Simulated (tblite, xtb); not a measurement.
ClTl, charge -1, doublet, at a GFN2-xTB geometry (such geometries of metal compounds can be far from the true shape) (a state made from the parent by changing its charge; the spin is typed, not shown lowest). Base run: GFN1-xTB run with xtb 6.7.1.

Input for xtb:
```
$ xtb mol.xyz --gfn 1 --chrg -1 --uhf 1 --json

# file mol.xyz
2

Tl    -0.00000000    -0.00000000    -0.47641043
Cl     0.00000000     0.00000000     2.26995558
```

Programs used: tblite, xtb; a row that names a program was run with it.

Variants of this job, named by their change:

```
change                                                      ΔE vs base (mEh)  SCF cycles
----------------------------------------------------------  ----------------  ----------
base                                                                   0.000           8
etemp = 1000                                                          -3.073           8
etemp = 10000                                                        -49.116          10
acc = 30                                                               0.000           7
program = tblite; method = gfn1; option = --grad                       0.000           -
gbsa = acetonitrile                                                  -91.577           8
program = tblite; method = gfn1; option = (--etemp, 2000)             -7.463           -
program = tblite; method = gfn1; option = --spin-polarized            -5.253           -
program = tblite; method = gfn1                                        0.000           -
```

ALPB and GBSA are two models with their own fitted parameters for each solvent, which aren't always the measured dielectric constant.
